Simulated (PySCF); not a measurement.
Ge(Br)3(Me), CH3Br3Ge, SMILES [Ge]([Br])([Br])([CH3])[Br], PBE0/def2-SVP optimised geometry.

```
8

C     -1.47    -2.04    -1.54
Ge    -0.79    -1.09     0.00
Br     1.51    -1.09     0.00
Br    -1.51     1.09     0.00
Br    -1.51    -2.09     1.95
H     -1.11    -3.07    -1.52
H     -2.57    -2.03    -1.51
H     -1.12    -1.54    -2.45
```

Density from PBE0/def2-TZVP in PySCF 2.14.0 at that geometry.

Minimum of the electron density along straight lines between bonded atoms, close to the bond critical point (lines longer than 1.1 times the sum of covalent radii, or with two minima, are not listed):

```json
[
 {"bond": "C1–Ge2", "length / Å": "1.933", "ρ at the minimum / e bohr⁻³": "0.134", "∇²ρ there / e bohr⁻⁵": "0.06", "position (fraction from the first atom)": "0.52"},
 {"bond": "Ge2–Br3", "length / Å": "2.300", "ρ at the minimum / e bohr⁻³": "0.095", "∇²ρ there / e bohr⁻⁵": "0.05", "position (fraction from the first atom)": "0.43"},
 {"bond": "Ge2–Br4", "length / Å": "2.300", "ρ at the minimum / e bohr⁻³": "0.095", "∇²ρ there / e bohr⁻⁵": "0.05", "position (fraction from the first atom)": "0.43"},
 {"bond": "Ge2–Br5", "length / Å": "2.300", "ρ at the minimum / e bohr⁻³": "0.095", "∇²ρ there / e bohr⁻⁵": "0.05", "position (fraction from the first atom)": "0.43"},
 {"bond": "C1–H6", "length / Å": "1.099", "ρ at the minimum / e bohr⁻³": "0.271", "∇²ρ there / e bohr⁻⁵": "-0.90", "position (fraction from the first atom)": "0.65"},
 {"bond": "C1–H7", "length / Å": "1.099", "ρ at the minimum / e bohr⁻³": "0.271", "∇²ρ there / e bohr⁻⁵": "-0.90", "position (fraction from the first atom)": "0.65"},
 {"bond": "C1–H8", "length / Å": "1.099", "ρ at the minimum / e bohr⁻³": "0.271", "∇²ρ there / e bohr⁻⁵": "-0.90", "position (fraction from the first atom)": "0.65"}
]
```
